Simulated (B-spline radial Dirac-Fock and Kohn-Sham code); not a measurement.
# O 2p3/2: cross section and angular parameters

System: neutral oxygen, configuration [He] 2s2 2p4; threshold 13.16 eV (orbital energy of the model). Calculated with a radial atomic solver, using Dirac-Hartree-Slater photoionisation with a Latter tail; cross sections with all multipoles, angular parameters from the dipole term and its interference with E2.

For linearly polarised light dσ/dΩ = σ/(4π) [1 + β P₂(cos θ) + (δ + γ cos²θ) sin θ cos φ], with θ from the polarisation vector and φ the angle between the beam and the projection of the electron momentum on the plane normal to the polarisation.

```
hν (eV)    σ (kb)      β      γ      δ
     60      2370  1.447  0.047  0.008
   71.7      1650  1.480  0.060  0.008
   78.9      1340  1.492  0.068  0.008
   99.8       764  1.504  0.094  0.009
    114       544  1.500  0.112  0.010
    119       487  1.497  0.118  0.011
    123       446  1.493  0.122  0.011
    129       393  1.488  0.129  0.011
    151       257  1.461  0.152  0.012
    166       198  1.439  0.166  0.013
    184       148  1.411  0.181  0.015
    200       116  1.385  0.193  0.016
    221      87.0  1.351  0.207  0.017
    300      34.6  1.232  0.252  0.023
    400      14.2  1.103  0.293  0.030
    630      3.26  0.882  0.355  0.048
    854      1.17  0.737  0.392  0.064
   1040     0.593  0.650  0.417  0.076
   1090     0.503  0.630  0.422  0.080
   2000    0.0567  0.417  0.507  0.130
   3180   0.00985  0.281  0.601  0.182
   3550   0.00642  0.248  0.622  0.197
 5414.7   0.00121  0.144  0.679  0.260
 8047.8  0.000248  0.088  0.761  0.328
   8140  0.000237  0.087  0.765  0.330
   8160  0.000235  0.087  0.765  0.330
   9670  0.000118  0.066  0.819  0.364
   9900         ?      ?      ?      ?
  10500  8.47e-05  0.055  0.845  0.382
  12000  4.91e-05  0.035  0.885  0.412
```

Question: Give the values at 9900 eV.

Answer: σ = 0.000108 kb, β = 0.063, γ = 0.826, δ = 0.369.
